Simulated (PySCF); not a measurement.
# One molecule, several mistakes: FH6NSi2

These are calculations, not measurements. The program is PySCF 2.14.0, an open-source quantum chemistry code, run on an isolated molecule that a program drew, which may never have been made. The molecule is FH6NSi2 (charge 0, singlet), drawn as the SMILES string `N[SiH](F)[SiH3]`.

Each row is a Hartree-Fock (HF) and frozen-core CCSD(T) single point in the cc-pV(D+d)Z basis, meant for a local HF minimum. Run 1 is clean. Each other run has one planted mistake out of seven kinds, and not every kind appears here: one electron removed, one electron added, multiplicity raised by two, geometry at a saddle point, minimal basis STO-3G, one bond length entered in bohr, all coordinates scaled. The reference is restricted for singlets and unrestricted otherwise, and also for a bond in bohr. Adding or removing an electron swaps singlet and doublet. Electrons count all cores. HOMO and LUMO are orbital energies over both spins, the gradient is its largest component, and the lowest frequency (negative if imaginary) is given only where the gradient is small. Bond lengths are over the 9 bonds as drawn. T1 is the CCSD diagnostic: over 0.02 (restricted) or 0.045 (unrestricted) a single reference is doubtful.

Geometry of the clean run:
```xyz
10
FH6NSi2, angstrom
N    -1.5432    0.9147   -1.3222
Si   -0.3498    1.0576   -0.1153
F     0.3672    2.5197   -0.0991
Si    1.3561   -0.5261   -0.4757
H    -1.2880    0.8606   -2.2905
H    -2.4250    1.3824   -1.2184
H    -1.0198    0.9417    1.1924
H     0.8328   -1.8931   -0.2375
H     1.8343   -0.4412   -1.8785
H     2.4987   -0.2838    0.4362
```

| run | electrons | basis functions | <S^2> | HOMO (eV) | LUMO (eV) | gradient (hartree/bohr) | lowest frequency (cm^-1) | mean bond (Å) | longest bond (Å) | T1 | HF (hartree) | CCSD(T) (hartree) | mistake |
|---|---|---|---|---|---|---|---|---|---|---|---|---|---|
| 1 | 50 | 104 | 0.000 | -11.02 | 3.47 | 1.3e-05 | 93 | 1.5130 | 2.355 | 0.0126 | -735.34881 | -735.97036 | no fault |
| 2 | 50 | 104 | 0.826 | -9.20 | 1.22 | 1.0e-02 | - | 1.6596 | 2.802 | 0.0406 | -735.23902 | -735.85006 | one bond length entered in bohr |
| 3 | 50 | 34 | 0.000 | -8.12 | 10.66 | 3.0e-02 | - | 1.5130 | 2.355 | 0.0085 | -726.51356 | -726.69505 | minimal basis STO-3G |
| 4 | 50 | 104 | 0.000 | -10.99 | 3.33 | 2.2e-02 | - | 1.5508 | 2.414 | 0.0130 | -735.34297 | -735.96816 | all coordinates scaled |
| 5 | 51 | 104 | 0.756 | 2.54 | 8.71 | 5.0e-02 | - | 1.5130 | 2.355 | 0.0238 | -735.23725 | -735.87891 | one electron added |
| 6 | 49 | 104 | 0.760 | -16.99 | -8.78 | 9.2e-02 | - | 1.5130 | 2.355 | 0.0590 | -734.98532 | -735.59662 | ? |

**Which mistake was planted in run 6, and what did it cost?**

It counts 49 electrons, one fewer than the clean run, at the same geometry and basis. So the mistake is: one electron removed. Subtracting run 1 and multiplying by 627.51 kcal/mol a hartree, the energy moved by 228.1 kcal/mol in HF and 234.5 kcal/mol in CCSD(T).

Cautions from the logs. Run 5: the HOMO is above zero, so the electron isn't bound and the energy depends on the basis; run 6: T1 is over the limit, so its CCSD(T) energy is less reliable.
